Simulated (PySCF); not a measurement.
B₂H₄O, SMILES BOB. Geometry: B3LYP-D3(BJ)/def2-TZVP.

TDA-LC-ωPBE/def2-SVPD in PySCF puts the lowest singlet excitations at 6.24, 6.35, 8.32, 8.53, 9.02, 9.02 eV.

**Question.** What are the lowest excitation roots from ADC(2)/aug-cc-pVDZ (PySCF)? (The exact figures need the calculation; the answer reports its results.)

**Answer.** 6.32, 6.45, 7.66, 7.82, 8.33, 8.33 eV. S1 differs by 0.08 eV (second minus first; roots are paired by order, and the bases may differ).
